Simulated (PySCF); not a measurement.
# Computed NMR parameters against published values

Atom-mapped SMILES (the numbers label the heavy atoms): `[O:1]=[CH:2][c:3]1[cH:4][cH:5][n:6][cH:7][cH:8]1` (H(Xn): hydrogen on atom n).

Published estimates (parent shift plus substituent increments) and measurements: δ ¹³C C5/C7 151.5; C3 141.2; C4/C8 123.0; δ ¹H H(C5)/H(C7) 8.90; H(C4)/H(C8) 7.74 ppm (estimated from measurements, as parent shift plus tabulated substituent increment; solution, not stated per compound (mostly CDCl3 or CCl4); Pretsch, Buehlmann, Badertscher, Structure Determination of Organic Compounds, 4th ed. (2009)).

One computed conformer, fast rotation and ring inversion assumed for equivalent nuclei, relativity neglected, in vacuum. GFN2-xTB geometry; NMR shieldings at PBE0/pcSseg-1/GIAO; PySCF 2.14.

Question: What does the calculation give, and how does it compare?

Answer: 
Reference values: estimated from measurements, as parent shift plus tabulated substituent increment (solution, not stated per compound (mostly CDCl3 or CCl4); Pretsch, Buehlmann, Badertscher, Structure Determination of Organic Compounds, 4th ed. (2009)).
```
      atoms  quantity  reference  computed  computed, scaled
      C5/C7     δ ¹³C      151.5     157.4             151.2
         C3     δ ¹³C      141.2     145.6             139.7
      C4/C8     δ ¹³C      123.0     128.0             122.6
H(C5)/H(C7)      δ ¹H       8.90      9.34              8.90
H(C4)/H(C8)      δ ¹H       7.74      7.85              7.50
```

Computed shifts are σ(ref) − σ with the named reference compound (TMS for H and C) calculated as an isolated molecule at the same level. The measured values may be among those fitted. Expected solution values come from regression of measured δ (H and C: mostly CDCl3, vs TMS) on computed σ: ¹³C (scatter 2.1 ppm rms, 2.3 ppm with the 13 outliers that the fit left out); ¹H (scatter 0.17 ppm rms, 0.18 ppm with the 4 outliers that the fit left out). Occasional misses reach two or three times the rms, and more in compound classes unlike the fitted ones.

Question: How far are the unscaled ¹³C shifts from the references?

Answer: Mean signed difference +5.10 ppm, mean absolute 5.10 ppm over 3 comparisons; the largest is +5.9 ppm at C5/C7 (aromatic CH next to a ring nitrogen).

Question: How far are the unscaled ¹H shifts from the references?

Answer: Mean signed difference +0.27 ppm, mean absolute 0.27 ppm over 2 comparisons; the largest is +0.44 ppm at H(C5)/H(C7) (hydrogen on an aromatic CH next to a ring nitrogen).
